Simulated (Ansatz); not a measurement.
Isolated molecules relaxed with PBE0-D4/def2-TZVP in Ansatz; ΔE leaves out vibrations. CBS: MP2 limit from def2 TZ/QZ plus the TZ coupled-cluster correction, frozen cores. Functionals use def2-TZVPP. Each species was taken in one conformer, which may not be the lowest.

`C=CN([SiH3])[SiH2]Cl` + `COB(C)O` → `COB(C)O[SiH3]` + `C=CN[SiH2]Cl`  (ligand exchange at the Si–N bond)

```
             level  ΔE (kcal/mol)  difference from CCSD(T)/CBS
            PBE-D4          -11.2                          0.6
         r2SCAN-D4          -12.8                         -1.0
           PBE0-D4          -11.5                          0.3
            B2PLYP          -14.1                         -2.3
               PBE          -12.8                         -1.0
            r2SCAN          -13.1                         -1.3
              PBE0          -12.9                         -1.1
    MP2/def2-TZVPP          -11.0                          0.8
SCS-MP2/def2-TZVPP          -12.4                         -0.6
   CCSD/def2-TZVPP          -12.6                         -0.8
CCSD(T)/def2-TZVPP          -11.7                          0.1
     HF/def2-QZVPP          -18.4                         -6.6
    MP2/def2-QZVPP          -11.2                          0.6
SCS-MP2/def2-QZVPP          -12.5                         -0.7
     MP2/CBS(def2)          -11.1                          0.7
    CCSD/CBS(def2)          -12.8                         -1.0
       CCSD(T)/CBS          -11.8                            0
```

Largest T1 diagnostic among the species: 0.012.

The D4 term adds +2.6 kcal/mol with B3LYP and +1.3 kcal/mol with PBE0; it sums over pairs of atoms, weighted by their polarisabilities, and B3LYP, whose exchange is more repulsive, gets the larger term. In def2-TZVPP, CCSD(T) changes the Hartree–Fock value by +6.4 kcal/mol (the triples alone add +0.9 kcal/mol) and MP2 by +7.1 kcal/mol.

B3LYP here is the variant with VWN-RPA as its local correlation; programs differ in this.
